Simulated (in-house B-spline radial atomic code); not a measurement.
## BP86 excitations of the aluminium ion Al⁺

Method: BP86. Computed with a B-spline radial code for spherical atoms: linear response of the closed shell [Ne] 3s2 with the functional's adiabatic kernel; scalar-relativistic (spin-free one-electron X2C), finite nucleus, no spin-orbit coupling, no double excitations, S, P, D and F terms only.

Command:
```bash
python run_td.py task.json out
```
Settings (radii: box in bohr, nucleus in fm):
```
Z                        13
electrons                12
configuration            [Ne] 3s2
hamiltonian              x2c
method                   b88,p86
box_radius               41.61
rms_radius               3.061
intervals                76
```

Cost of the run: 0.3 s on 1 thread of Intel(R) Xeon(R) Platinum 8488C (Sapphire Rapids), on a shared host.

The lowest states, in the order of their Tamm-Dancoff energies; the method's threshold (minus the highest occupied level) is 14.940 eV. Labels give the largest channel, * marks a mixed state, and oscillator strengths are full-response dipole values. Measured ¹D terms are left out, since they can mix with doubly excited terms. Semilocal kernels can invert the small singlet-triplet splittings of Rydberg terms. Energies in eV:

```csv
state,full response,Tamm-Dancoff,oscillator strength,measured (J-weighted term)
3s → 3p 3P,4.261,4.478,-,4.651
3s → 3p 1P,?,?,?,?
3s → 3d 3D,10.856,10.929,-,11.847
3s → 4s 3S,?,?,-,?
3s → 4s 1S,11.327,11.341,-,11.822
3s → 3d 1D,11.536,11.545,-,-
3s → 4p 3P,12.227,12.235,-,13.075
3s → 4p 1P,12.402,12.436,0.00538,13.257
3s → 5s 3S,13.344,13.346,-,14.890
3s → 5s 1S,13.434,13.438,-,15.048
```

**Question.** Where does 3s → 4s 3S lie?

**Answer.** At 10.981 eV in full response, 10.988 eV in Tamm-Dancoff; measured 11.317 eV.

**Question.** Where does 3s → 3p 1P lie?

**Answer.** At 7.438 eV in full response, 7.774 eV in Tamm-Dancoff, oscillator strength 1.75; measured 7.421 eV.

**Question.** How large is the singlet-triplet splitting of 3s → 3p (P terms) in Tamm-Dancoff?

**Answer.** 3.3 eV, from the unrounded values.

**Question.** What polarisabilities and dispersion coefficient does the method give?

**Answer.** Dipole 23.87 bohr³, quadrupole 128.9 bohr⁵, C6 120.3 hartree·bohr⁶ for two such species.
